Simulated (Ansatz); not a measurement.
```yaml
crystal:
  periodic: [false, false, false]
  atoms:
    - {symbol: B, position_ang: [-0.646128, 0.175915, -0.116101]}
    - {symbol: N, position_ang: [0.677051, -0.141667, -0.349530]}
    - {symbol: In, position_ang: [1.437702, -0.602408, 1.600376]}
    - {symbol: H, position_ang: [-1.453209, 0.499393, -0.945388]}
    - {symbol: H, position_ang: [1.046555, -0.113592, -1.288974]}
    - {symbol: H, position_ang: [-1.019970, 0.118258, 1.053415]}
basis:
  gaussian: {orbitals: def2-SVP}
hamiltonian: {xc: {name: SPW92}}
scf: {lower_state_search: light}
output: {forces: true}
```

```sh
$ ansatz run in.yaml --threads 2 --pin off --events-out ev --progress --plain --max-ram 4352MiB
```

It prints (some lines left out):

```
Functional definition: SPW92
816 factors; their error is unknown
mean field evaluation 1: about -7348.9996 eV, gradient 6.6e1 eV
mean field evaluation 2: about -7228.8625 eV, gradient 1.7e2 eV
mean field evaluation 4: about -7359.1180 eV, gradient 9.1e0 eV
mean field evaluation 8: about -7359.4689 eV, gradient 5.4e-2 eV
mean field evaluation 16: about -7359.4483 eV, gradient 9.8e-6 eV
mean field -7359.44832232 eV, -270.4547374319 hartree, gradient 9.8e-6 eV, S^2 0.000000; 0 other end points of the search recorded, 0 dependent functions left out
reference -7359.44835725 eV, -270.4547387157 hartree; 18, 18 occupied and 51, 51 virtual orbitals, 816 factors
Total energy: -7359.44835725 eV, -270.4547387157 hartree
Atom 0 at    -0.646128     0.175915    -0.116101 Å, force     0.509635    -0.147435     0.097866 eV/Å
Atom 1 at     0.677051    -0.141667    -0.349530 Å, force    -0.231956     0.004125     0.427240 eV/Å
Atom 2 at     1.437702    -0.602408     1.600376 Å, force    -0.148064     0.029887     0.068177 eV/Å
Atom 3 at    -1.453209     0.499393    -0.945388 Å, force    -0.343352     0.140708    -0.376085 eV/Å
Atom 4 at     1.046555    -0.113592    -1.288974 Å, force     0.300370     0.015243    -0.706980 eV/Å
Atom 5 at    -1.019970     0.118258     1.053415 Å, force    -0.086633    -0.042528     0.489782 eV/Å
Dipole moment:     0.443215    -0.117913     0.008397 e Å
```

Hardware: 2 threads of an Arm Neoverse V1 on a shared host. Wall time 0.6 s, peak host memory 0.31 GiB.
